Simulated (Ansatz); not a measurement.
Cartesian coordinates in Å:
```
F -1.910 1.815 1.484
Si -0.775 0.771 1.160
F -1.441 -0.659 1.080
Cl 0.527 0.767 2.697
S 0.081 1.307 -0.679
Si 0.673 -0.623 -1.392
Cl 1.992 -1.534 -0.124
H -0.494 -1.510 -1.551
H 1.346 -0.334 -2.675
```

Total charge 0; spin multiplicity 1.

Question: List the ωB97M-V/def2-TZVPP orbital energies in eV (the Gaussian-basis code of Ansatz). (Estimate.)

Answer: Computed: Occupied: -2772.57, -2772.38, -2427.37, -1810.36, -1809.02, -678.39, -678.29, -262.98, -262.79, -221.41, -200.45, -200.33, -200.33, -200.26, -200.14, -200.13, -164.49, -164.45, -164.36, -151.10, -149.94, -105.25, -105.24, -105.22, -104.10, -104.06, -104.00, -37.25, -36.73, -26.64, -26.38, -23.91, -19.22, -18.03, -17.37, -16.73, -16.62, -15.73, -15.36, -14.85, -13.95, -13.87, -13.37, -12.83, -12.37, -12.21, -11.69, -11.54, -10.62. Lowest empty: 1.38, 1.49, 1.88, 2.38, 2.71, 3.47, 3.97, 4.35.
